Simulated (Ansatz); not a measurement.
`[BH2][GeH2][O]C` + `CPC` → `CP(C)C` + `[BH2][GeH2][OH]`  (substitution at a C–O bond)

Gas-phase electronic energies from Ansatz, PBE0-D4/def2-TZVP geometries. CCSD(T)/CBS is the MP2 limit (def2-TZVPP, def2-QZVPP) plus CCSD(T) − MP2 in def2-TZVPP, frozen cores. Functionals use def2-TZVPP. B3LYP here is the variant with VWN-RPA as its local correlation; programs differ in this. For Ge outer-core shells are correlated without core-valence functions, which leaves a few kJ/mol of doubt a bond. Scalar relativity is left out up to krypton. Each species was taken in one conformer, which may not be the lowest.

`[BH2][GeH2][O]C`:

```xyz
11

B     1.380    1.645   -1.223
Ge    0.011    0.807    0.050
O     0.071   -0.968   -0.145
C    -0.792   -1.746    0.642
H     2.053    0.970   -1.938
H     1.509    2.832   -1.253
H     0.293    1.124    1.541
H    -1.443    1.261   -0.238
H    -0.609   -1.610    1.717
H    -1.850   -1.517    0.447
H    -0.624   -2.798    0.400
```

`CPC`:

Z-matrix (Å, degrees):
```
C
P 1 1.844
H 1 1.092 2 109.3
H 1 1.092 2 113.1 3 121.7
H 1 1.092 2 108.8 3 -117.2
C 2 1.844 1 100.2 3 -169.4
H 2 1.422 1 97.1 3 -70.8
H 6 1.092 2 113.1 1 47.6
H 6 1.092 2 108.8 1 -73.4
H 6 1.092 2 109.3 1 169.4
```

`CP(C)C`:

```xyz
13

C    -1.376    0.659   -0.543
P     0.270    0.842    0.255
C     0.120   -0.456    1.550
C     1.298   -0.071   -0.966
H    -1.413    1.270   -1.448
H    -2.152    1.022    0.134
H    -1.596   -0.380   -0.809
H    -0.210   -1.415    1.139
H     1.086   -0.596    2.040
H    -0.593   -0.133    2.310
H     2.311   -0.190   -0.575
H     1.366    0.506   -1.891
H     0.889   -1.060   -1.196
```

`[BH2][GeH2][OH]`:

Z-matrix (Å, degrees):
```
Ge
O 1 1.791
B 1 2.050 2 108.1
H 1 1.549 2 108.7 3 -122.0
H 1 1.549 2 108.7 3 122.1
H 2 0.959 1 112.5 3 -179.9
H 3 1.195 1 119.5 2 179.8
H 3 1.193 1 121.4 2 -0.3
```

Question: Is it downhill or uphill in electronic energy at CCSD(T)/CBS, and by how much? (Estimate.)

Answer: Computed: Downhill: ΔE = -19.3 kcal/mol.

Question: What do these levels give: r2SCAN-D4, ωB97M-V, B2PLYP, PBE, r2SCAN, PBE0, B3LYP, MP2/def2-TZVPP, HF/def2-QZVPP, MP2/def2-QZVPP, SCS-MP2/def2-QZVPP, HF/CBS(def2)? (An estimate is asked.)

Answer: The calculation gave: r2SCAN-D4 -18.6, ωB97M-V -18.6, B2PLYP -17.6, PBE -17.6, r2SCAN -18.5, PBE0 -18.2, B3LYP -16.3, MP2/def2-TZVPP -20.2, HF/def2-QZVPP -15.3, MP2/def2-QZVPP -20.9, SCS-MP2/def2-QZVPP -19.1, HF/CBS(def2) -15.3 kcal/mol.

Largest T1 diagnostic among the species: 0.012.

In def2-TZVPP, CCSD(T) changes the Hartree–Fock value by −2.9 kcal/mol (the triples alone add −0.3 kcal/mol) and MP2 by −5.0 kcal/mol. The D4 term adds −0.9 kcal/mol with B3LYP and −0.5 kcal/mol with PBE0; it sums over pairs of atoms, weighted by their polarisabilities, and B3LYP, whose exchange is more repulsive, gets the larger term.
